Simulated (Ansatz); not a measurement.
Computed with Ansatz on PBE0-D4/def2-TZVP structures; ΔE is electronic, products minus reactants. CCSD(T)/CBS is the MP2 limit (def2-TZVPP, def2-QZVPP) plus CCSD(T) − MP2 in def2-TZVPP, frozen cores. This one scheme is used for every species. DFT in def2-TZVPP. B3LYP here is the variant with VWN-RPA as its local correlation; programs differ in this. One conformer a species, not always the lowest.

Reaction (ligand exchange at the Si–O bond): `C[Si](O)(S)Cl` + HCl → `C[Si](S)(Cl)Cl` + H₂O

`C[Si](O)(S)Cl`:

```xyz
10

C    -0.756   -0.277   -1.149
Si   -0.076    0.067    0.530
O     0.402    1.630    0.530
S     1.492   -1.241    1.140
Cl   -1.520   -0.253    1.961
H    -1.572    0.415   -1.370
H    -1.133   -1.299   -1.205
H     0.021   -0.148   -1.906
H     0.833    1.957    1.322
H     2.309   -0.849    0.145
```

HCl:

Cartesian coordinates in Å:
```
Cl -0.598 -0.197 -0.114
H 0.598 0.197 0.114
```

`C[Si](S)(Cl)Cl`:

```xyz
9

C     0.968   -0.686    0.276
Si   -0.716    0.016   -0.013
S    -0.792    1.505   -1.522
Cl   -1.986   -1.445   -0.669
Cl   -1.419    0.754    1.767
H     1.354   -1.118   -0.649
H     1.651    0.097    0.613
H     0.923   -1.463    1.042
H     0.016    2.340   -0.844
```

H₂O:

```xyz
3

O     0.111    0.369   -0.057
H     0.027   -0.093    0.780
H    -0.139   -0.275   -0.723
```

| level | ΔE (kcal/mol) | difference from CCSD(T)/CBS |
| --- | --- | --- |
| PBE-D4 | 1.3 | -0.9 |
| r2SCAN-D4 | 2.9 | 0.7 |
| PBE0-D4 | 1.5 | -0.7 |
| B3LYP-D4 | 3.0 | 0.8 |
| ωB97X-V | 3.1 | 0.9 |
| ωB97M-V | 2.8 | 0.6 |
| B2PLYP | 3.7 | 1.5 |
| PBE | 1.9 | -0.3 |
| r2SCAN | 3.1 | 0.9 |
| PBE0 | 2.0 | -0.2 |
| B3LYP | 4.1 | 1.9 |
| HF/def2-TZVPP | 5.3 | 3.1 |
| MP2/def2-TZVPP | 2.2 | 0.0 |
| SCS-MP2/def2-TZVPP | 3.2 | 1.0 |
| CCSD/def2-TZVPP | 4.1 | 1.9 |
| CCSD(T)/def2-TZVPP | 3.6 | 1.4 |
| HF/def2-QZVPP | 5.3 | 3.1 |
| MP2/def2-QZVPP | 1.4 | -0.8 |
| SCS-MP2/def2-QZVPP | 2.4 | 0.2 |
| HF/CBS(def2) | 5.3 | 3.1 |
| MP2/CBS(def2) | 0.7 | -1.5 |
| CCSD/CBS(def2) | 2.6 | 0.4 |
| CCSD(T)/CBS | 2.2 | 0 |

Largest T1 diagnostic among the species: 0.010.

In def2-TZVPP, CCSD(T) changes the Hartree–Fock value by −1.6 kcal/mol (the triples alone add −0.4 kcal/mol) and MP2 by −3.0 kcal/mol. The D4 term adds −1.1 kcal/mol with B3LYP and −0.6 kcal/mol with PBE0; it sums over pairs of atoms, weighted by their polarisabilities, and B3LYP, whose exchange is more repulsive, gets the larger term.
